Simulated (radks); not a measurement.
Effect of the nuclear size on the rhodium ion Rh+, [Kr] 4d8. Calculated with a radial shooting solver on a logarithmic mesh with Libxc functionals: Dirac Kohn-Sham, LDA (Slater exchange, Perdew-Wang correlation), spin-unpolarised, spherical densities, finite nucleus; open shells are shared between the two j in proportion to 2j + 1; Fermi nuclear charge, rms radius 4.4945 fm. The rms radius is varied about that value; shifts are against it.

| rms radius (fm) | total energy shift (eV) | density at nucleus (e/bohr^3) | 1s1/2 shift (meV) | 2s1/2 shift (meV) | 4s1/2 shift (meV) | 4p1/2 shift (meV) | 5s1/2 (empty) shift (meV) |
|---|---|---|---|---|---|---|---|
| 3.9147 | -0.529 | 1.226e+05 | -223 | -24.5 | -0.837 | 0.029 | -0.085 |
| 4.2024 | -0.275 | 1.215e+05 | -116 | -12.7 | -0.434 | 0.015 | -0.044 |
| 4.4945 | 0 | 1.205e+05 | 0.000 | 0.000 | 0.000 | 0.000 | 0.000 |
| 4.7687 | 0.272 | 1.196e+05 | 115 | 12.6 | 0.431 | -0.015 | 0.044 |
| 5.5597 | 1.14 | 1.173e+05 | 480 | 52.7 | 1.80 | -0.062 | 0.183 |

Slopes of the eigenvalues against <r^2> in GHz/fm^2, as finite differences over the two radii next to the reference (eigenvalue slopes, not the field-shift constants of lines): 1s1/2 11000, 2s1/2 1210, 4s1/2 41.2, 4p1/2 -1.41, 5s1/2 (empty) 4.20.
